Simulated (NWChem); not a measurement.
Molecule: C₅H₂F₂; SMILES C#CC(F)(F)C#C

```xyz
9

C      2.2114     0.0000    -1.1587
C      1.2178     0.0000    -0.4718
C      0.0000     0.0000     0.3538
F      0.0000    -1.0869     1.1614
F      0.0000     1.0869     1.1614
C     -1.2178     0.0000    -0.4718
C     -2.2114     0.0000    -1.1587
H      3.0976     0.0000    -1.7679
H     -3.0976     0.0000    -1.7679
```
Atoms are numbered in this order, from 1.

Level: PBE0/def2-SVP (NWChem), optimised geometry, unscaled harmonic frequencies. 

| frequency (cm⁻¹) | IR intensity (km/mol) |
|---|---|
| 122 | 2.9 |
| 182 | 3.5 |
| 191 | 0.0 |
| 259 | 0.0 |
| 471 | 0.4 |
| 494 | 0.0 |
| 538 | 19.8 |
| 562 | 8.7 |
| 628 | 11.4 |
| 731 | 19.8 |
| 732 | 39.2 |
| 746 | 0.0 |
| 747 | 53.7 |
| 759 | 0.0 |
| 1152 | 245.6 |
| 1200 | 273.7 |
| 1205 | 279.6 |
| 2260 | 26.2 |
| 2267 | 60.9 |
| 3485 | 99.0 |
| 3486 | 34.4 |

| Property | Value |
|---|---|
| zero-point energy | 31.7 kcal/mol |
| thermal correction to the enthalpy at 298.15 K (with zero-point energy) | 36.5 kcal/mol |
| heat capacity Cv | 23.6 cal/(mol K) |
| entropy at 298.15 K and 1 atm (symmetry number 2) | 79.3 cal/(mol K) |
| dipole moment | 2.42 D |

Rigid rotor and harmonic oscillator.
